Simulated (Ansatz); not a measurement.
Reaction (substitution at a C–Ge bond): `[CH3][Ge][Br]` + `CO[SiH](O)Br` → `CO[SiH](Br)OC` + `[GeH][Br]`

Computed with Ansatz on PBE0-D4/def2-TZVP structures; ΔE is electronic, products minus reactants. CCSD(T)/CBS adds triple-zeta CCSD(T) − MP2 to the extrapolated MP2 energy (def2 sets, frozen cores). Functionals use def2-TZVPP. For Br, Ge outer-core shells are correlated without core-valence functions, which leaves a few kJ/mol of doubt a bond. Scalar relativity is left out up to krypton. One conformer a species, not always the lowest.

(1) Is it downhill or uphill in electronic energy at CCSD(T)/CBS, and by how much? (Best estimate.)

(2) What do these levels give: r2SCAN-D4, HF/def2-TZVPP, MP2/def2-TZVPP, CCSD(T)/def2-TZVPP, MP2/def2-QZVPP, SCS-MP2/def2-QZVPP? (Estimate.)

Largest T1 diagnostic among the species: 0.011.

Answers

(1) Computed: Uphill: ΔE = +1.11 eV.

(2) Ansatz gave: r2SCAN-D4 1.07, HF/def2-TZVPP 0.89, MP2/def2-TZVPP 1.17, CCSD(T)/def2-TZVPP 1.06, MP2/def2-QZVPP 1.19, SCS-MP2/def2-QZVPP 1.09 eV.

In def2-TZVPP, CCSD(T) changes the Hartree–Fock value by +0.18 eV (the triples alone add +0.02 eV) and MP2 by +0.29 eV.
